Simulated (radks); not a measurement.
Co V, 23 electrons, occupied as [Ar] 3d5. Calculated with a radial shooting solver on a logarithmic mesh with Libxc functionals: non-relativistic Kohn-Sham, PBE, spin-polarised, spherical densities, point nucleus; open shells are filled with parallel spins first.

Normalised radial functions P(r) = r R(r), r in bohr:

r         2p down    3p up
0.004819   0.0127   0.0049
0.006078   0.0199   0.0077
0.007726   0.0314   0.0121
0.009822   0.0494   0.0190
0.01239    0.0759   0.0292
0.01575    0.1172   0.0451
0.02002    0.1791   0.0688
0.02525    0.2659   0.1021
0.03209    0.3929   0.1505
0.04047    0.5606   0.2139
0.05145    0.7871   0.2984
0.06541    1.0663   0.3998
0.08249    1.3710   0.5044
0.1049     1.6853   0.5989
0.1333     1.9375   0.6445
0.1681     2.0496   0.5993
0.2137     1.9662   0.4183
0.2717     1.6659   0.0858
0.3426     1.2282  -0.3436
0.4356     0.7466  -0.7993
0.5537     0.3627  -1.1271
0.6983     0.1389  -1.2149
0.8877     0.0368  -1.0563
1.128      0.0064  -0.7408
1.423      0.0007  -0.4214
1.809      0.0000  -0.1803
2.3        0.0000  -0.0557
2.9        0.0000  -0.0121

2p down: eigenvalue -827.75 eV, 0 radial nodes, <r> = 0.226 bohr, 90 % of the charge inside 0.369 bohr. 3p up: eigenvalue -127.16 eV, 1 radial node at r = 0.286 bohr, <r> = 0.792 bohr, 90 % of the charge inside 1.21 bohr.
